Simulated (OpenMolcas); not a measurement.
Computed levels of 2s² 2p in ions with 5 electrons, in cm-1 above ²P°_1/2.

```
Program             : OpenMolcas
Method              : SS-RASPT2, IPEA 0.25 Eh, imaginary shift 0.1 Eh
Basis               : ANO-R3
Scalar Hamiltonian  : X2C, finite nucleus
Spin-orbit coupling : RASSI with atomic mean-field integrals over the reference wave functions, term energies averaged over their components
```

Active space for each ion: 1 electron in 9 orbitals (RAS2 2p; RAS3 3s 3d, at most 1 electron); closed shells correlated by CASPT2: 1s 2s.

| Level | B | C+ | O3+ | Ne5+ |
| --- | --- | --- | --- | --- |
| ²P°_3/2 | 14.4 | 61.9 | 383 | 1301 |

Task: Estimate ²P°_3/2 for F4+ from its neighbours O3+ and Ne5+.

Result: ²P°_3/2 is fine structure, which grows about as the fourth power of a screened charge, so the fourth roots are averaged: ((383^0.25 + 1301^0.25) / 2)^4 = 740. The calculation gives 740, so the estimate is off by 0 %; the measured value is 746 (Moore, Atomic Energy Levels, vol. I, NSRDS-NBS 35 (1971 reprint of NBS Circular 467, 1949)).

Over all roots computed the reference weight is 0.88 to 0.98 in C+; the roots of lowest weight are the least certain, and an intruder state may touch them. With one active electron, CASPT2 adds the correlation within the correlated inactive shells and between them and that electron, and leaves the splitting within a term as the reference gives it. No level of 2s² 3d was computed, though it lies in the active space (holds for B). Computed and measured levels are paired by configuration, term and J; levels that our copy of the source lacks, or whose pairing is in doubt (as where it misses far off the trend of its configuration), stay unpaired and out of the deviations. Levels of configurations outside the active space are missing.

° marks odd parity.
